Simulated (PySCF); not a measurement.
Mg(F)(NMe2) (C2H6FMgN), SMILES C[N](C)[Mg][F]. Atoms are numbered in the order given.

```xyz
11

Mg     0.0000     0.0000    -1.0347
F      0.0000     0.0000    -2.7984
N      0.0000     0.0000     0.8619
C      0.0000     1.1961     1.6749
C      0.0000    -1.1961     1.6749
H     -0.8896     1.2587     2.3399
H      0.8896     1.2587     2.3399
H      0.0000     2.1111     1.0555
H      0.8896    -1.2587     2.3399
H     -0.8896    -1.2587     2.3399
H      0.0000    -2.1111     1.0555
```

Geometry: B3LYP-D3(BJ)/def2-SVP. The structure was generated by enumeration; whether it is a known compound was not checked. The values are those of a single conformer.

Method: PySCF 2.14.0 with TDA-PBE/def2-SVPD.

Vertical excitations.  State labels are in the subgroup C2v.

Problem. Estimate the UV-visible absorptions. (The exact figures need the calculation; the answer reports its results.)

Solution. 
```json
[
 {"state": "S1", "symmetry": "B1", "energy (eV)": "2.58", "λ (nm)": "480", "f": "0.017", "main pairs": "HOMO→LUMO 100 %"},
 {"state": "S2", "symmetry": "A2", "energy (eV)": "3.80", "λ (nm)": "327", "f": "0.000", "main pairs": "HOMO→LUMO+1 100 %"},
 {"state": "S3", "symmetry": "A1", "energy (eV)": "4.30", "λ (nm)": "288", "f": "0.062", "main pairs": "HOMO→LUMO+2 95 %"},
 {"state": "S4", "symmetry": "B1", "energy (eV)": "4.61", "λ (nm)": "269", "f": "0.015", "main pairs": "HOMO→LUMO+3 100 %"},
 {"state": "S5", "symmetry": "A1", "energy (eV)": "5.60", "λ (nm)": "221", "f": "0.094", "main pairs": "HOMO−1→LUMO 88 %"},
 {"state": "S6", "symmetry": "B1", "energy (eV)": "5.73", "λ (nm)": "216", "f": "0.015", "main pairs": "HOMO→LUMO+4 99 %"},
 {"state": "S7", "symmetry": "A2", "energy (eV)": "5.74", "λ (nm)": "216", "f": "0.000", "main pairs": "HOMO→LUMO+5 100 %"},
 {"state": "S8", "symmetry": "B1", "energy (eV)": "6.06", "λ (nm)": "205", "f": "0.030", "main pairs": "HOMO−2→LUMO 99 %"},
 {"state": "S9", "symmetry": "B2", "energy (eV)": "6.07", "λ (nm)": "204", "f": "0.025", "main pairs": "HOMO−3→LUMO 100 %"},
 {"state": "S10", "symmetry": "A2", "energy (eV)": "6.17", "λ (nm)": "201", "f": "0.000", "main pairs": "HOMO→LUMO+6 100 %"},
 {"state": "T1", "symmetry": "B1", "energy (eV)": "2.35", "λ (nm)": "527", "f": "0", "main pairs": "HOMO→LUMO 100 %"},
 {"state": "T2", "symmetry": "A2", "energy (eV)": "3.76", "λ (nm)": "330", "f": "0", "main pairs": "HOMO→LUMO+1 100 %"},
 {"state": "T3", "symmetry": "A1", "energy (eV)": "3.85", "λ (nm)": "322", "f": "0", "main pairs": "HOMO→LUMO+2 99 %"},
 {"state": "T4", "symmetry": "B1", "energy (eV)": "4.52", "λ (nm)": "275", "f": "0", "main pairs": "HOMO→LUMO+3 100 %"}
]
```
Triplets are in the Tamm–Dancoff approximation.
